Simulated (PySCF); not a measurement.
Al(H)(Br)(Me) (CH4AlBr), SMILES [CH3][AlH][Br].

Geometry optimised at B3LYP-D3(BJ)/def2-SVP. The geometry has at least one imaginary mode, so it is a saddle point at that level.

All values below come from B3LYP-D3(BJ)/def2-SVP (PySCF).

Frequencies are harmonic and unscaled.

Q: Estimate the vibrational spectrum. (The exact figures need the calculation; the answer reports its results.)

A: 
```tsv
mode	ν (cm⁻¹)	IR (km/mol)	moving atoms (share of kinetic energy)
1	37i	0.0	H 95 %
2	151	3.7	C 36 %, H 25 %, Al 25 %, Br 14 %
3	381	49.4	H 89 %, Al 11 %
4	391	39.0	Al 60 %, Br 27 %
5	596	33.5	H 88 %, C 11 %
6	655	60.9	C 40 %, Al 36 %, H 23 %
7	672	92.9	H 76 %, C 16 %, Al 8 %
8	757	243.8	H 76 %, C 14 %, Al 10 %
9	1218	18.0	H 80 %, C 20 %
10	1422	1.2	H 96 %
11	1424	2.6	H 95 %
12	1957	183.3	H 96 %
13	3018	1.5	H 97 %
14	3100	3.0	H 91 %, C 9 %
15	3118	5.9	H 91 %, C 9 %
```
